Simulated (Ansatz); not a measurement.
Correlation energies of CH3FO2SW, SMILES `C[O][W](=[O])([F])=[S]` by basis set

```xyz
9

C    -0.2081    0.5328    1.4913
O     0.1072   -0.4037    0.4849
W     0.2187   -0.6407   -1.3329
O    -0.9876   -1.7349   -1.8094
F     1.8898   -1.2861   -1.8232
S    -0.1618    1.2355   -2.2696
H    -0.2077    1.5437    1.0776
H     0.5417    0.4548    2.2804
H    -1.1923    0.2986    1.9010
```

The species carries charge 0 and has multiplicity 1. Correlated methods include outer-core shells of W, which these sets cover unevenly. W: def2 effective core potential. The geometry is a stationary point of PBE0-D4/def2-TZVP. It is one conformer, not always the lowest. Frozen core, restricted reference, the Gaussian-basis code of Ansatz.

```json
{"basis": "def2-SVP", "HF (Eh)": "-752.46471", "MP2 corr.": "-1.22277", "CCSD corr.": "-1.18544", "(T)": "-0.05478", "CCSD(T) total": "-753.70493"}
{"basis": "def2-TZVPP", "HF (Eh)": "?", "MP2 corr.": "?", "CCSD corr.": "-1.53870", "(T)": "?", "CCSD(T) total": "?"}
{"basis": "def2-QZVPP", "HF (Eh)": "-753.02627", "MP2 corr.": "?", "CCSD corr.": "–", "(T)": "–", "CCSD(T) total": "–"}
```

(1) Fill in the withheld values. (Estimate.)

Answers

(1) Ansatz gave: def2-TZVPP HF (Eh): -753.00060; def2-TZVPP MP2 corr.: -1.58609; def2-TZVPP (T): -0.08493; def2-TZVPP CCSD(T) total: -754.62423; def2-QZVPP MP2 corr.: -1.73237.
